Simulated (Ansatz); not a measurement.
Ideal-gas functions of FGaH₄O₂Si (`O[SiH](F)[O][GaH2]`) at 400 K and 1 bar, from an Ansatz frequency run at PBE0-D4/def2-TZVP.

Molar mass 152.84 g/mol, point group C1 (symmetry number 1), electronic degeneracy 1, moments of inertia 80.019, 326.358, 353.562 u Å². Harmonic wavenumbers (cm⁻¹, unscaled): 89, 134, 240, 270, 316, 394, 427, 525, 587, 644, 734, 783, 827, 838, 872, 908, 1066, 2006, 2018, 2313, 3903.

Use S(trans) = R[1.5 ln M + 2.5 ln T − 1.1517]; rotational temperatures θ = 24.2544 K / I; S(rot) = R[ln(√π/σ · √(T³/θAθBθC)) + 1.5]; for each mode x = 1.438777 ν̃/T, S = R[x/(eˣ − 1) − ln(1 − e⁻ˣ)] and H = RT x/(eˣ − 1); 1 cm⁻¹ = 0.0119627 kJ/mol; R = 8.31446 J/(mol·K).

Question: By hand: the entropy, in J/(mol·K).

Answer: Translation 177.7. Rotation: θ = 0.3031, 0.0743, 0.0686 K, giving 118.9. Vibration, mode by mode: 17.82, 14.46, 9.79, 8.88, 7.68, 6.08, 5.52, 4.16, 3.49, 2.97, 2.30, 2.00, 1.77, 1.71, 1.55, 1.40, 0.89, 0.05, 0.05, 0.02, 0.00, in all 92.6. Electronic 0.0. Sum 389.2 J/(mol·K).

Question: By hand: H − E and G − E in kJ/mol, counted from the electronic energy.

Answer: Zero-point energy ½ × 19894 × 0.0119627 = 119.0; thermal vibration 20.6; translation, rotation and pV give 4 RT = 13.3. H − E = 152.9 kJ/mol, and G − E = 152.9 − 400 × 389.2/1000 = -2.8 kJ/mol.

Vibration gives 24 % of the entropy, 32.3 J/(mol·K) of it from the modes under 150 cm⁻¹: soft modes count most, and the harmonic formula is weakest for them. The sum counts one conformer and one mirror image; others add a mixing term.
